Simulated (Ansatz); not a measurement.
Cartesian coordinates (Å):
SMILES: C1(Cl)CC1
```xyz
9

Cl     1.9383    -0.3001    -1.1313
C      0.7746    -0.1310     0.1689
C     -0.6033    -0.6621    -0.0131
C     -0.3582     0.8210     0.0134
H      1.2515    -0.2271     1.1345
H     -0.8359    -1.1096    -0.9704
H     -1.0773    -1.1322     0.8397
H     -0.4290     1.3525    -0.9265
H     -0.6607     1.3886     0.8847
```
Charge 0, multiplicity 1.

Calculation: frozen-core CCSD(T)/cc-pVTZ // PBE0-D3(BJ)/def2-TZVP (Ansatz, a program for electronic structure).

| Property | Value |
|---|---|
| HF energy | -576.03718 Ha |
| MP2 correlation energy | -0.69526 Ha |

Question: Estimate the CCSD correlation energy, the (T) correction, the total energy and the T1 diagnostic.

Answer: 
```json
{
 "CCSD correlation energy": "-0.73418 Ha",
 "(T) correction": "-0.03154 Ha",
 "CCSD(T) total energy": "-576.80291 Ha",
 "T1 diagnostic": "0.008"
}
```
